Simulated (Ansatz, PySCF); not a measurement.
C2H6GaI, SMILES [Ga]([I])([CH3])[CH3]. Atoms are numbered in the order given.

```xyz
10

Ga     0.9545     0.7094     0.0091
I     -0.7857    -1.0492    -0.4973
C      0.7237     2.3784    -0.9875
H      0.7445     2.1683    -2.0679
H      1.5034     3.1161    -0.7485
H     -0.2630     2.8098    -0.7583
C      2.2919     0.1593     1.3286
H      3.0330     0.9482     1.5225
H      2.8111    -0.7437     0.9721
H      1.7905    -0.1044     2.2727
```

Coordinates come from a PBE0-D3(BJ)/def2-SVP optimisation. The structure was generated by enumeration; whether it is a known compound was not checked. The def2 effective core potentials stand for the cores of I; spin–orbit coupling is left out.

Two levels are set side by side: PBE-D3(BJ)/def2-SVP (Ansatz, a quantum-chemistry and plane-wave program) and PBE0-D3(BJ)/def2-SVP (Ansatz). Each level has its own optimised geometry; the coordinates shown are those of the second. Frequencies come from the Hessian of PySCF at each geometry. Differences are taken from unrounded values.

```
quantity                            PBE0-D3(BJ)  PBE-D3(BJ)  PBE-D3(BJ) minus PBE0-D3(BJ)
----------------------------------  -----------  ----------  ----------------------------
mean bond length (Å)                      1.449       1.460                         0.011
bond Ga1–I2 (Å)                           2.525       2.545                         0.020
bond Ga1–C3 (Å)                           1.958       1.972                         0.014
bond Ga1–C7 (Å)                           1.958       1.972                         0.014
bond C3–H4 (Å)                            1.101       1.109                         0.008
bond C3–H5 (Å)                            1.100       1.107                         0.008
bond C3–H6 (Å)                            1.101       1.109                         0.008
bond C7–H8 (Å)                            1.100       1.107                         0.008
bond C7–H9 (Å)                            1.101       1.109                         0.008
bond C7–H10 (Å)                           1.101       1.109                         0.008
highest harmonic wavenumber (cm⁻¹)         3180        3095                           -85
mean harmonic wavenumber (cm⁻¹)            1318        1277                           -41
zero-point energy (kcal/mol)              45.21       43.80                         -1.41
```

GGA bonds tend to be longer and softer than those of functionals with exact exchange. Differences between two approximate levels are no errors against the true value.
